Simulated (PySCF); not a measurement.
## Two-dimensional NMR puzzle

Compound of formula C5H10O2. Correlations simulated from computed shifts and the bond graph:

HSQC (one-bond C–H):
```tsv
δH	δC
4.14	69.2
2.07	23.4
1.70	26.0
0.91	11.2
```

COSY cross peaks (H two or three bonds apart, from the bond graph; peaks can be absent where the dihedral angle is near 90°):
```tsv
δH	δH
4.14	1.70
1.70	0.91
```

HMBC (two and three bonds, from the bond graph):
```tsv
δH	δC
4.14	176.3, 26.0, 11.2
2.07	176.3
1.70	69.2, 11.2
0.91	69.2, 26.0
```

Carbons without hydrogens: δ 176.3.

No relativistic terms, equivalent nuclei averaged, gas phase, a single conformation. Structure optimised with GFN2-xTB; σ from GIAO-PBE0/pcSseg-1; PySCF 2.14.0 with density-fitted response routines.

δ = σ(ref) − σ, references computed at the same level: ¹H (σ = 31.72 ppm), ¹³C (σ = 186.93 ppm) against TMS.

Exchangeable hydrogens are left out of these lists.

Task: Work out the connectivity.

Result: propyl acetate (SMILES CCCOC(C)=O).

Structure with atom numbers: `[CH3:1][CH2:2][CH2:3][O:4][C:5]([CH3:6])=[O:7]`. Hydrogens are named by the atom that carries them.

- δC 176.3 is C5, an ester carbonyl carbon.
- δC 69.2 is C3, an sp3 CH2 bonded to O (δH 4.14).
- δC 26.0 is C2, an sp3 CH2 (δH 1.70).
- δC 23.4 is C6, a methyl carbon α to a carbonyl (δH 2.07).
- δC 11.2 is C1, a methyl carbon (δH 0.91).
- HMBC from δH 4.14 reaches the proton-free carbon C5.
- HMBC from δH 2.07 reaches the proton-free carbon C5.
- COSY links 4.14–1.70, 1.70–0.91.

This is the structure that produced the data.

Shifts are as computed. Against solution values, carbons near 30 ppm lie about +3 ppm off and those near 130 ppm about +5 ppm. Of 246 compounds with measured shifts, 49 miss one by over three times the rms of a fit or turn the order of signals round; such compounds aren't used in these exercises.
